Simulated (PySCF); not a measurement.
[Dy(NH3)4]3+: from a saddle point downhill

PySCF 2.14.0, RKS PBE0, Dy lcecp-1-SVP with ECP55, N def2-SVP, H def2-SVP; non-relativistic Hamiltonian with scalar-relativistic core potentials where named; density fitting; no spin-orbit coupling. Relaxed within the symmetry of its start, the geometry (C2v) is

```xyz
17

Dy    0.0000    0.0000    0.0015
N     1.4053    1.4053    1.3986
H     1.2855    1.2855    2.4190
H     2.4247    1.2818    1.2731
H     1.2818    2.4247    1.2731
N    -1.4053   -1.4053    1.3986
H    -1.2855   -1.2855    2.4190
H    -2.4247   -1.2818    1.2731
H    -1.2818   -2.4247    1.2731
N     1.4020   -1.4020   -1.4052
H     2.0415   -2.0415   -0.9030
H     0.8971   -2.0396   -2.0444
H     2.0396   -0.8971   -2.0444
N    -1.4020    1.4020   -1.4052
H    -2.0415    2.0415   -0.9030
H    -0.8971    2.0396   -2.0444
H    -2.0396    0.8971   -2.0444
```

and its lowest harmonic modes are -69, -62, -44, -39, 65, 66 cm⁻¹ (negative: unstable). It was moved along the lowest mode and relaxed again, within the group D2 that the move left.

(1) Where does it end, and how much lower?

(2) How do the contacts change?

No frequency check is given for the end, and other unstable modes may remain.

An lcecp potential fixes the number of 4f electrons, so in runs with it no electron can move into or out of that shell.

State: singlet in the valence, with the 4f electrons in the core potential.

Results:

(1) In C2, 0.000 eV lower, after 3 steps:
```xyz
17

Dy    0.0000    0.0000    0.0015
N     1.4122    1.4004    1.3988
H     1.4714    1.1257    2.3944
H     2.4065    1.4517    1.1178
H     1.1390    2.3967    1.4532
N    -1.4122   -1.4004    1.3988
H    -1.4714   -1.1257    2.3944
H    -2.4065   -1.4517    1.1178
H    -1.1390   -2.3967    1.4532
N     1.3981   -1.4058   -1.4054
H     2.0782   -2.0033   -0.9048
H     0.8927   -2.0844   -2.0005
H     1.9931   -0.9044   -2.0869
N    -1.3981    1.4058   -1.4054
H    -2.0782    2.0033   -0.9048
H    -0.8927    2.0844   -2.0005
H    -1.9931    0.9044   -2.0869
```

(2) 
```json
{"contact": "Dy1–N2 (NH3)", "saddle (Å)": "2.429", "end (Å)": "2.431"}
{"contact": "Dy1–N6 (NH3)", "saddle (Å)": "2.429", "end (Å)": "2.431"}
{"contact": "Dy1–N10 (NH3)", "saddle (Å)": "2.431", "end (Å)": "2.431"}
{"contact": "Dy1–N14 (NH3)", "saddle (Å)": "2.431", "end (Å)": "2.431"}
```
